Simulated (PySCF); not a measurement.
Cl2HMoNS, multiplicity 1. Atoms are numbered in the order given.

```xyz
6

Mo     0.1923    -0.0356     0.0000
N      1.9011    -0.1777     0.0000
H      2.7770    -0.7036     0.0000
S     -0.6127    -1.9888     0.0000
Cl    -0.4222     1.0372     1.9146
Cl    -0.4222     1.0372    -1.9146
```

Geometry optimised at B3LYP-D3(BJ)/def2-SVP. The multiplicity is an assumed one; no other spin state was optimised. The structure was generated by enumeration; whether it is a known compound was not checked. The def2 effective core potentials stand for the cores of Mo; spin–orbit coupling is left out.

All values below come from B3LYP-D3(BJ)/def2-SVP (PySCF).

Frequencies are harmonic and unscaled.

Computed normal modes with their intensities:
```json
[
 {"mode": "1", "ν (cm⁻¹)": "112", "IR (km/mol)": "0.4", "Raman (Å⁴/amu)": "4.2", "depolarisation": "0.73", "moving atoms (share of kinetic energy)": "Cl 81 %, Mo 13 %"},
 {"mode": "2", "ν (cm⁻¹)": "146", "IR (km/mol)": "0.1", "Raman (Å⁴/amu)": "5.5", "depolarisation": "0.75", "moving atoms (share of kinetic energy)": "S 54 %, Cl 36 %, Mo 10 %"},
 {"mode": "3", "ν (cm⁻¹)": "156", "IR (km/mol)": "0.2", "Raman (Å⁴/amu)": "4.0", "depolarisation": "0.73", "moving atoms (share of kinetic energy)": "Cl 37 %, Mo 31 %, S 24 %"},
 {"mode": "4", "ν (cm⁻¹)": "215", "IR (km/mol)": "4.9", "Raman (Å⁴/amu)": "6.9", "depolarisation": "0.75", "moving atoms (share of kinetic energy)": "N 56 %, Cl 20 %, H 19 %"},
 {"mode": "5", "ν (cm⁻¹)": "259", "IR (km/mol)": "12.7", "Raman (Å⁴/amu)": "7.9", "depolarisation": "0.73", "moving atoms (share of kinetic energy)": "N 49 %, H 19 %, S 19 %, Cl 9 %"},
 {"mode": "6", "ν (cm⁻¹)": "392", "IR (km/mol)": "20.7", "Raman (Å⁴/amu)": "12.6", "depolarisation": "0.03", "moving atoms (share of kinetic energy)": "Cl 76 %, Mo 15 %"},
 {"mode": "7", "ν (cm⁻¹)": "422", "IR (km/mol)": "43.3", "Raman (Å⁴/amu)": "1.0", "depolarisation": "0.75", "moving atoms (share of kinetic energy)": "Cl 60 %, Mo 36 %"},
 {"mode": "8", "ν (cm⁻¹)": "527", "IR (km/mol)": "239.0", "Raman (Å⁴/amu)": "1.8", "depolarisation": "0.47", "moving atoms (share of kinetic energy)": "H 64 %, N 23 %"},
 {"mode": "9", "ν (cm⁻¹)": "578", "IR (km/mol)": "9.2", "Raman (Å⁴/amu)": "18.3", "depolarisation": "0.18", "moving atoms (share of kinetic energy)": "S 65 %, Mo 23 %, H 10 %"},
 {"mode": "10", "ν (cm⁻¹)": "610", "IR (km/mol)": "116.6", "Raman (Å⁴/amu)": "2.2", "depolarisation": "0.75", "moving atoms (share of kinetic energy)": "H 74 %, N 22 %"},
 {"mode": "11", "ν (cm⁻¹)": "1016", "IR (km/mol)": "78.7", "Raman (Å⁴/amu)": "35.2", "depolarisation": "0.14", "moving atoms (share of kinetic energy)": "N 78 %, Mo 14 %"},
 {"mode": "12", "ν (cm⁻¹)": "3565", "IR (km/mol)": "224.0", "Raman (Å⁴/amu)": "188.6", "depolarisation": "0.35", "moving atoms (share of kinetic energy)": "H 93 %"}
]
```
